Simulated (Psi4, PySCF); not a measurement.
Two rigid molecules brought together: HF ··· C2H6 (SMILES F and CC). Monomers: optimised at B3LYP-D3(BJ) (def2-TZVP), held rigid. Orientation: lowest of the rigid-body minima from ten starts at GFN2-xTB. The monomers approach along the line of their centres of mass (distance R); nothing else relaxes.

Methods: RKS-LDA (SVWN5)/6-31G* = restricted LDA (SVWN5)/6-31G*, spherical d, no counterpoise correction (PySCF); RKS-M06-2X/6-31G* = restricted M06-2X/6-31G*, spherical d, no counterpoise correction (PySCF); RKS-B3LYP/6-31G* = PySCF with restricted B3LYP/6-31G*, spherical d, no counterpoise correction; SAPT0/jun-cc-pVDZ, frozen core (Psi4).

Interaction energies in kJ/mol; the last columns give the difference from SAPT0:

```json
[
 {"R / Å": "2.62", "RKS-LDA (SVWN5)/6-31G*": "-15.11", "RKS-M06-2X/6-31G*": "15.65", "RKS-B3LYP/6-31G*": "20.59", "SAPT0/jun-cc-pVDZ": "28.28", "RKS-LDA (SVWN5)/6-31G* − SAPT0/jun-cc-pVDZ": "-43.40", "RKS-M06-2X/6-31G* − SAPT0/jun-cc-pVDZ": "-12.64", "RKS-B3LYP/6-31G* − SAPT0/jun-cc-pVDZ": "-7.69"},
 {"R / Å": "2.80", "RKS-LDA (SVWN5)/6-31G*": "-24.85", "RKS-M06-2X/6-31G*": "-2.43", "RKS-B3LYP/6-31G*": "1.91", "SAPT0/jun-cc-pVDZ": "10.64", "RKS-LDA (SVWN5)/6-31G* − SAPT0/jun-cc-pVDZ": "-35.49", "RKS-M06-2X/6-31G* − SAPT0/jun-cc-pVDZ": "-13.07", "RKS-B3LYP/6-31G* − SAPT0/jun-cc-pVDZ": "-8.72"},
 {"R / Å": "3.03", "RKS-LDA (SVWN5)/6-31G*": "-25.58", "RKS-M06-2X/6-31G*": "-10.73", "RKS-B3LYP/6-31G*": "-7.51", "SAPT0/jun-cc-pVDZ": "0.92", "RKS-LDA (SVWN5)/6-31G* − SAPT0/jun-cc-pVDZ": "-26.49", "RKS-M06-2X/6-31G* − SAPT0/jun-cc-pVDZ": "-11.65", "RKS-B3LYP/6-31G* − SAPT0/jun-cc-pVDZ": "-8.42"},
 {"R / Å": "3.20", "RKS-LDA (SVWN5)/6-31G*": "-22.37", "RKS-M06-2X/6-31G*": "-11.43", "RKS-B3LYP/6-31G*": "-9.06", "SAPT0/jun-cc-pVDZ": "-1.85", "RKS-LDA (SVWN5)/6-31G* − SAPT0/jun-cc-pVDZ": "-20.52", "RKS-M06-2X/6-31G* − SAPT0/jun-cc-pVDZ": "-9.58", "RKS-B3LYP/6-31G* − SAPT0/jun-cc-pVDZ": "-7.21"},
 {"R / Å": "3.44", "RKS-LDA (SVWN5)/6-31G*": "-16.41", "RKS-M06-2X/6-31G*": "-9.48", "RKS-B3LYP/6-31G*": "-7.91", "SAPT0/jun-cc-pVDZ": "-3.03", "RKS-LDA (SVWN5)/6-31G* − SAPT0/jun-cc-pVDZ": "-13.37", "RKS-M06-2X/6-31G* − SAPT0/jun-cc-pVDZ": "-6.44", "RKS-B3LYP/6-31G* − SAPT0/jun-cc-pVDZ": "-4.87"},
 {"R / Å": "3.58", "RKS-LDA (SVWN5)/6-31G*": "-13.10", "RKS-M06-2X/6-31G*": "-7.94", "RKS-B3LYP/6-31G*": "-6.60", "SAPT0/jun-cc-pVDZ": "-3.04", "RKS-LDA (SVWN5)/6-31G* − SAPT0/jun-cc-pVDZ": "-10.06", "RKS-M06-2X/6-31G* − SAPT0/jun-cc-pVDZ": "-4.90", "RKS-B3LYP/6-31G* − SAPT0/jun-cc-pVDZ": "-3.55"},
 {"R / Å": "3.94", "RKS-LDA (SVWN5)/6-31G*": "-6.74", "RKS-M06-2X/6-31G*": "-4.68", "RKS-B3LYP/6-31G*": "-3.48", "SAPT0/jun-cc-pVDZ": "-2.32", "RKS-LDA (SVWN5)/6-31G* − SAPT0/jun-cc-pVDZ": "-4.42", "RKS-M06-2X/6-31G* − SAPT0/jun-cc-pVDZ": "-2.36", "RKS-B3LYP/6-31G* − SAPT0/jun-cc-pVDZ": "-1.16"},
 {"R / Å": "4.20", "RKS-LDA (SVWN5)/6-31G*": "-4.02", "RKS-M06-2X/6-31G*": "-3.11", "RKS-B3LYP/6-31G*": "-2.04", "SAPT0/jun-cc-pVDZ": "-1.71", "RKS-LDA (SVWN5)/6-31G* − SAPT0/jun-cc-pVDZ": "-2.31", "RKS-M06-2X/6-31G* − SAPT0/jun-cc-pVDZ": "-1.41", "RKS-B3LYP/6-31G* − SAPT0/jun-cc-pVDZ": "-0.33"},
 {"R / Å": "4.73", "RKS-LDA (SVWN5)/6-31G*": "-1.37", "RKS-M06-2X/6-31G*": "-1.30", "RKS-B3LYP/6-31G*": "-0.65", "SAPT0/jun-cc-pVDZ": "-0.84", "RKS-LDA (SVWN5)/6-31G* − SAPT0/jun-cc-pVDZ": "-0.53", "RKS-M06-2X/6-31G* − SAPT0/jun-cc-pVDZ": "-0.46", "RKS-B3LYP/6-31G* − SAPT0/jun-cc-pVDZ": "0.19"},
 {"R / Å": "5.43", "RKS-LDA (SVWN5)/6-31G*": "-0.34", "RKS-M06-2X/6-31G*": "-0.34", "RKS-B3LYP/6-31G*": "-0.16", "SAPT0/jun-cc-pVDZ": "-0.32", "RKS-LDA (SVWN5)/6-31G* − SAPT0/jun-cc-pVDZ": "-0.01", "RKS-M06-2X/6-31G* − SAPT0/jun-cc-pVDZ": "-0.02", "RKS-B3LYP/6-31G* − SAPT0/jun-cc-pVDZ": "0.17"},
 {"R / Å": "6.40", "RKS-LDA (SVWN5)/6-31G*": "-0.07", "RKS-M06-2X/6-31G*": "-0.05", "RKS-B3LYP/6-31G*": "-0.04", "SAPT0/jun-cc-pVDZ": "-0.09", "RKS-LDA (SVWN5)/6-31G* − SAPT0/jun-cc-pVDZ": "0.02", "RKS-M06-2X/6-31G* − SAPT0/jun-cc-pVDZ": "0.04", "RKS-B3LYP/6-31G* − SAPT0/jun-cc-pVDZ": "0.05"},
 {"R / Å": "7.69", "RKS-LDA (SVWN5)/6-31G*": "-0.02", "RKS-M06-2X/6-31G*": "0.00", "RKS-B3LYP/6-31G*": "-0.01", "SAPT0/jun-cc-pVDZ": "-0.02", "RKS-LDA (SVWN5)/6-31G* − SAPT0/jun-cc-pVDZ": "0.00", "RKS-M06-2X/6-31G* − SAPT0/jun-cc-pVDZ": "0.01", "RKS-B3LYP/6-31G* − SAPT0/jun-cc-pVDZ": "0.01"}
]
```

RKS-LDA (SVWN5)/6-31G* is furthest from SAPT0/jun-cc-pVDZ at 2.62 (-43.40 kJ/mol, below); its mean absolute difference over the points is 13.05 kJ/mol.

RKS-M06-2X/6-31G* is furthest from SAPT0/jun-cc-pVDZ at 2.80 (-13.07 kJ/mol, below); its mean absolute difference over the points is 5.21 kJ/mol.

RKS-B3LYP/6-31G* is furthest from SAPT0/jun-cc-pVDZ at 2.80 (-8.72 kJ/mol, below); its mean absolute difference over the points is 3.53 kJ/mol.
